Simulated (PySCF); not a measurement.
H, charge -1, singlet (in this run its highest filled SCF level lies above zero, so its values depend strongly on the basis, on diffuse functions most of all); PySCF with B3LYP/def2-SVP.

PySCF was given this input:
```python
from pyscf import gto, scf, dft

mol = gto.Mole()
mol.atom = '''
    H     0.000000    0.000000    0.000000
'''
mol.basis = 'def2-svp'
mol.charge = -1
mol.spin = 0
mol.verbose = 4
mol.build()

mf = dft.RKS(mol)
mf.xc = 'b3lyp'
mf.kernel()
```

### Question
Predict the main parts of the log of this PySCF run.

### Answer

```
PySCF version 2.14.0

[INPUT] verbose = 4
[INPUT] num. atoms = 1
[INPUT] num. electrons = 2
[INPUT] charge = -1
[INPUT] spin (= nelec alpha-beta = 2S) = 0
[INPUT] symmetry False subgroup None
[INPUT] Mole.unit = angstrom
[INPUT] Symbol           X                Y                Z      unit          X                Y                Z       unit  Magmom
[INPUT]  1 H      0.000000000000   0.000000000000   0.000000000000 AA    0.000000000000   0.000000000000   0.000000000000 Bohr   0.0

nuclear repulsion = 0
number of shells = 3
number of NR pGTOs = 7
number of NR cGTOs = 5
basis = def2-svp
ecp = {}

******** <class 'pyscf.dft.rks.RKS'> ********
method = RKS
initial guess = minao
damping factor = 0
level_shift factor = 0
DIIS = <class 'pyscf.scf.diis.CDIIS'>
diis_start_cycle = 1
diis_space = 8
diis_damp = 0
SCF conv_tol = 1e-09
SCF conv_tol_grad = None
SCF max_cycles = 50
direct_scf = True
direct_scf_tol = 1e-13
XC library pyscf.dft.libxc version 7.1.2
    S. Lehtola, C. Steigemann, M. J. T. Oliveira, and M. A. L. Marques,  SoftwareX 7, 1–5 (2018)
XC functionals = b3lyp
    P. J. Stephens, F. J. Devlin, C. F. Chabalowski, and M. J. Frisch,  J. Phys. Chem. 98, 11623 (1994)
radial grids:
    Treutler-Ahlrichs [JCP 102, 346 (1995); DOI:10.1063/1.469408] (M4) radial grids

becke partition: Becke, JCP 88, 2547 (1988); DOI:10.1063/1.454033
pruning grids: <function nwchem_prune>
grids dens level: 3
symmetrized grids: False
atomic radii adjust function: <function treutler_atomic_radii_adjust>
small_rho_cutoff = 0
Set gradient conv threshold to 3.16228e-05
Initial guess from minao.
tot grids = 9808
init E= -0.433267979675732
  HOMO = -0.207536224435303  LUMO = 0.47058395407451  gap/eV = 18.45259
cycle= 1 E= -0.459786532731561  delta_E= -0.0265  |g|= 0.231  |ddm|= 0.694
  HOMO = 0.199336876873233  LUMO = 0.918525295562323  gap/eV = 19.57011
cycle= 2 E= -0.486133786620866  delta_E= -0.0263  |g|= 0.0678  |ddm|= 0.663
  HOMO = 0.143771147185556  LUMO = 0.849816908789263  gap/eV = 19.21248
cycle= 3 E= -0.48872789297947  delta_E= -0.00259  |g|= 0.0016  |ddm|= 0.16
  HOMO = 0.1435963151262  LUMO = 0.84965674555773  gap/eV = 19.21288
cycle= 4 E= -0.488728782824881  delta_E= -8.9e-07  |g|= 0.000982  |ddm|= 0.00145
  HOMO = 0.143519641544529  LUMO = 0.849586659756612  gap/eV = 19.21306
cycle= 5 E= -0.488729037666549  delta_E= -2.55e-07  |g|= 0.00071  |ddm|= 0.000635
  HOMO = 0.143476430786802  LUMO = 0.849547206854333  gap/eV = 19.21316
cycle= 6 E= -0.488729145071411  delta_E= -1.07e-07  |g|= 0.000557  |ddm|= 0.000358
  HOMO = 0.143448653862638  LUMO = 0.849521864169101  gap/eV = 19.21323
cycle= 7 E= -0.488729200362935  delta_E= -5.53e-08  |g|= 0.000459  |ddm|= 0.00023
  HOMO = 0.143429275317342  LUMO = 0.849504193132806  gap/eV = 19.21328
cycle= 8 E= -0.488729232575186  delta_E= -3.22e-08  |g|= 0.00039  |ddm|= 0.00016
  HOMO = 0.143414976793093  LUMO = 0.849491159720575  gap/eV = 19.21331
cycle= 9 E= -0.488729252994978  delta_E= -2.04e-08  |g|= 0.000339  |ddm|= 0.000118
  HOMO = 0.143317682918126  LUMO = 0.849402426363591  gap/eV = 19.21354
cycle= 10 E= -0.488729316720355  delta_E= -6.37e-08  |g|= 5.5e-06  |ddm|= 0.000805
  HOMO = 0.143318779796328  LUMO = 0.849403644884039  gap/eV = 19.21355
cycle= 11 E= -0.488729316737088  delta_E= -1.67e-11  |g|= 4.76e-08  |ddm|= 1.27e-05
  HOMO = 0.143318801855292  LUMO = 0.849403669416521  gap/eV = 19.21355
Extra cycle  E= -0.488729316737089  delta_E= -1.11e-15  |g|= 1.33e-08  |ddm|= 1.42e-07
converged SCF energy = -0.488729316737089
```
